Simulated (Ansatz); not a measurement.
`C[O][AlH][Cl]` + `C1=CN1` → `CN1C=C1` + `[OH][AlH][Cl]` at 400 K and 1 bar (substitution at a C–O bond).

Computed with Ansatz on PBE0-D4/def2-TZVP structures; ΔE is electronic, products minus reactants. CCSD(T)/CBS is the MP2 limit (def2-TZVPP, def2-QZVPP) plus CCSD(T) − MP2 in def2-TZVPP, frozen cores. This one scheme is used for every species. One conformer a species, not always the lowest.

```json
{"species": "`C[O][AlH][Cl]`", "CCSD(T)/CBS energy (Eh)": "-817.53357", "H − E (kJ/mol)": "161.4", "S (J/(mol·K))": "360.6"}
{"species": "`C1=CN1`", "CCSD(T)/CBS energy (Eh)": "-132.46664", "H − E (kJ/mol)": "132.8", "S (J/(mol·K))": "265.7"}
{"species": "`CN1C=C1`", "CCSD(T)/CBS energy (Eh)": "-171.72017", "H − E (kJ/mol)": "210.6", "S (J/(mol·K))": "305.0"}
{"species": "`[OH][AlH][Cl]`", "CCSD(T)/CBS energy (Eh)": "-778.29577", "H − E (kJ/mol)": "79.8", "S (J/(mol·K))": "310.0"}
```

H − E and S are ideal-gas, rigid-rotor, harmonic terms from PBE0-D4/def2-TZVP, for one conformer and one mirror image of each species. 1 Eh = 2625.50 kJ/mol, R = 8.31446 J/(mol·K).

Q: By hand: ΔE, ΔH, ΔS and ΔG.

A: ΔE = (-171.72017) + (-778.29577) − (-817.53357) − (-132.46664) = -0.01573 Eh = -41.3 kJ/mol. Δ(H − E) = 210.6 + 79.8 − 161.4 − 132.8 = -3.8, so ΔH = -45.1 kJ/mol. ΔS = 305.0 + 310.0 − 360.6 − 265.7 = -11.3 J/(mol·K). ΔG = -45.1 − 400 × (-11.3)/1000 = -40.6 kJ/mol.

Q: By hand: the equilibrium constant, and the temperature at which ΔG would vanish if ΔH and ΔS stayed fixed.

A: log₁₀ K = −ΔG/(RT ln 10) = 5.3. ΔG = 0 at ΔH/ΔS = 3991 K, far beyond where these terms or the molecules hold.

The number of gas molecules stays the same, so ΔS is small and ΔH decides. A doubt of 5 kJ/mol in ΔE shifts log₁₀ K by 0.7 here. Other conformers and mirror images would add mixing entropy, several J/(mol·K) or more a flexible species. These are equilibria of isolated gas molecules and say nothing of rates. Largest T1 diagnostic: 0.011 (customary marks: 0.02 for closed shells, 0.045 for open ones).
